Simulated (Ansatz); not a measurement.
Born–Oppenheimer molecular dynamics of C2H7AlOS (12 atoms, charge 0, multiplicity 1). It starts from a rough guess of a transition structure, not a stationary point.

Computed with UKS r2SCAN-D4/STO-3G (Ansatz 0.2.0).

```
ensemble                      : NVE (velocity Verlet)
time step                     : 0.5 fs
steps asked                   : 129
starting velocities drawn for : 300 K
seed                          : 232634
```

First frame:

```xyz
12
Properties=species:S:1:pos:R:3
Al -0.230 -0.179 -0.382
S 1.165 1.936 0.349
O 0.530 -1.570 0.109
C 1.070 -1.025 1.317
H 1.256 0.345 1.194
C -1.880 0.347 -1.339
H 2.241 1.471 -0.285
H 0.395 -1.210 2.157
H 2.035 -1.494 1.511
H -2.176 1.360 -1.062
H -2.721 -0.325 -1.155
H -1.686 0.343 -2.414
```

**Question.** How far do the bonds stretch over the last three quarters of this one trajectory? (Pairs bonded in most of those frames.)

**Answer.** 
```tsv
bond	mean (Å)	spread (Å)	shortest	longest
Al1–S2	2.114	0.163	1.87	2.41
Al1–O3	1.694	0.082	1.58	1.83
Al1–C6	1.898	0.080	1.77	2.11
S2–H7	1.366	0.021	1.33	1.40
O3–C4	1.447	0.062	1.34	1.57
C4–H5	1.142	0.110	0.98	1.30
C4–H8	1.118	0.039	1.06	1.18
C4–H9	1.124	0.069	1.01	1.24
C6–H10	1.100	0.027	1.06	1.14
C6–H11	1.097	0.026	1.05	1.15
C6–H12	1.098	0.024	1.06	1.14
```

Mean temperature of the second half: 1442 K. The conserved energy stayed within 0.81 meV per atom of its start (net change -0.51 meV per atom), so the integration is sound. The system heated up, since it started high on the potential surface and ran downhill. A run of 0.065 ps of so small a system gives no equilibrium averages. The orbitals stay closed-shell, which can raise the energy where a bond breaks towards radicals; this wasn't checked here. Limits of this set-up: minimal basis.

The run took 17 min on 1 thread of Arm Neoverse V1, with other jobs on the host, peak memory 0.18 GiB.
